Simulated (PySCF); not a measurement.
Species: C3H9AlO3.
Geometry (GFN2-xTB, Å), atoms numbered from 1 in this order:
```
atom  x, y, z in Å
C1     2.779   -1.017    0.145
O2     1.648   -0.196    0.175
Al3    0.002   -0.002    0.204
O4    -0.991   -1.330    0.203
C5    -2.271   -1.892    0.213
O6    -0.653    1.521    0.236
C7    -0.509    2.912    0.252
H8     3.403   -0.798    1.016
H9     3.348   -0.812   -0.766
H10    2.509   -2.075    0.161
H11   -2.416   -2.476   -0.701
H12   -3.046   -1.125    0.268
H13   -2.367   -2.553    1.078
H14   -0.977    3.311    1.156
H15    0.542    3.206    0.239
H16   -1.006    3.336   -0.625
```

The closed-shell ground state was solved at several levels (PySCF, density fitting, gas phase, non-relativistic). The dipole stays under 0.02 D at every level.

```json
{"level": "PBE0/pcSseg-1", "basis functions": "171", "total energy (Eh)": "-587.4063", "HOMO (eV)": "-7.67", "LUMO (eV)": "0.22", "gap (eV)": "7.89"}
{"level": "PBE0/def2-SVPD", "basis functions": "225", "total energy (Eh)": "-587.1438", "HOMO (eV)": "-7.84", "LUMO (eV)": "-0.32", "gap (eV)": "7.52"}
```

Estimate the row for B3LYP/def2-SVPD, a basis of 225 functions; the other rows only guide the guess.

Total energy -587.6768 Eh, HOMO -7.58 eV, LUMO -0.57 eV, gap 7.01 eV.

Over all these levels, which gives the widest orbital gap and which the narrowest?

PBE0/pcSseg-1 (global hybrid, 25 % exact exchange) has the widest, 7.89 eV, and B3LYP/def2-SVPD (global hybrid, 20 % exact exchange) the narrowest, 7.01 eV. Functional and basis both differ between the two, so the spread mixes both effects.

One conformer stands for the species.
